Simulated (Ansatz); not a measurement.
CH3 (SMILES [CH3-]), charge -1, multiplicity 1, relaxed at each level with Ansatz (a first-principles code); harmonic frequencies from differences of analytic forces, average atomic masses, frozen cores.

Q: Give the equilibrium geometry, the harmonic frequencies and the zero-point energy at wB97X-V/def2-TZVPP.

A: 
(charge -1, multiplicity 1):
```xyz
4

C      0.00087     0.00111     0.15167
H      1.00550    -0.13939    -0.30772
H     -0.62411    -0.80590    -0.29355
H     -0.38659     0.93865    -0.30764
```
Frequencies (cm⁻¹): 957, 1448, 1448, 2850, 2898, 2898. Zero-point energy 17.87 kcal/mol.

Q: Give the equilibrium geometry, the harmonic frequencies and the zero-point energy at CCSD(T)/cc-pVTZ.

A: 
(charge -1, multiplicity 1):
```xyz
4

C      0.001     0.001     0.178
H      0.995    -0.138    -0.316
H     -0.617    -0.797    -0.302
H     -0.383     0.929    -0.316
```
Frequencies (cm⁻¹): 1040, 1455, 1455, 2771, 2814, 2814. Zero-point energy 17.65 kcal/mol.
